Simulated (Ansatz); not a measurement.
Gas-phase electronic energies from Ansatz, PBE0-D4/def2-TZVP geometries. CCSD(T)/CBS adds triple-zeta CCSD(T) − MP2 to the extrapolated MP2 energy (def2 sets, frozen cores). This one scheme is used for every species. Double bonds are as drawn, so ΔE can hold a change between cis and trans. Functionals use def2-TZVPP.

`C#C/C=C/F` + SiH₄ → `C#C/C=C\[SiH3]` + H–F  (formal exchange of groups at a C–F bond)

| level | ΔE (kJ/mol) | difference from CCSD(T)/CBS |
| --- | --- | --- |
| ωB97X-V | -59.2 | 21.5 |
| ωB97M-V | -64.3 | 16.4 |
| r2SCAN | -59.1 | 21.6 |
| PBE0 | -60.4 | 20.3 |
| HF/def2-TZVPP | -49.7 | 31.0 |
| SCS-MP2/def2-TZVPP | -75.7 | 5.0 |
| CCSD/def2-TZVPP | -70.9 | 9.8 |
| SCS-MP2/def2-QZVPP | -80.1 | 0.6 |
| MP2/CBS(def2) | -93.2 | -12.5 |
| CCSD/CBS(def2) | -78.2 | 2.5 |
| CCSD(T)/CBS | -80.7 | 0 |

Largest T1 diagnostic among the species: 0.013.

From PBE to PBE0 (25 % exact exchange), in def2-TZVPP and without D4, ΔE moves by −5.9 kJ/mol. In def2-TZVPP, CCSD(T) changes the Hartree–Fock value by −23.6 kJ/mol (the triples alone add −2.5 kJ/mol) and MP2 by −36.1 kJ/mol. The D4 term adds −11.3 kJ/mol with B3LYP and −6.3 kJ/mol with PBE0; it sums over pairs of atoms, weighted by their polarisabilities, and B3LYP, whose exchange is more repulsive, gets the larger term.

B3LYP here is the variant with VWN-RPA as its local correlation; programs differ in this.
